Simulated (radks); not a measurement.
Values are calculated unless marked as measured or tabulated.
Q: Isoelectronic series with 35 electrons, all held in the configuration [Ar] 3d10 4s2 4p5, which need not be the ground one along the series. Code: a radial shooting solver on a logarithmic mesh with Libxc functionals. Model: Dirac Kohn-Sham, LDA (Slater exchange, Perdew-Wang correlation), spin-unpolarised, spherical densities, finite nucleus; open shells are shared between the two j in proportion to 2j + 1; Fermi nuclear charge, rms radius of each element as measured or else 0.836 A^(1/3) + 0.57 fm. Total energies (hartree) and orbital eigenvalues (eV):

ion,E (hartree),4p3/2,4p1/2
Br,-2603.27309,-7.8371,-8.3471
Rb2+,-2976.69706,-33.5644,-34.5668
Nb6+,-3807.29903,-111.0818,-113.6437
Tc8+,-4264.77663,-161.4515,-165.1487
Ag12+,-5265.23145,-284.2211,-291.1007
In14+,-5808.76889,-356.4211,-365.4402
Sb16+,-6381.60278,-435.7609,-447.3537

Estimate the row of Rh10+.

A: E (hartree) -4750.66524; 4p3/2 -219.2062; 4p1/2 -224.3279.
